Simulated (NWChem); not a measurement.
# Correlation energy of F2Si

```
Si
F 1 1.6269
F 1 1.6269 2 100.02
```
Charge 0, spin multiplicity 1.

Program: NWChem. The geometry was optimised at PBE0/def2-SVP, a minimum by its harmonic frequencies.

Basis set: STO-3G. Each correlation energy counts from its own Hartree-Fock reference.

The correlated methods keep 7 core orbitals frozen. The structure started from a generated list of species. No row is a measurement; the coupled-cluster row has its own basis-set and correlation limits.

Problem. For the correlation energy, MP2 gives -71.0 mHa and SCS-MP2 gives -72.2 mHa. What do CCSD, CCSD+T(CCSD), CCSD(T) give?

Solution. CCSD: -83.0 mHa; CCSD+T(CCSD): -94.3 mHa; CCSD(T): -92.3 mHa.
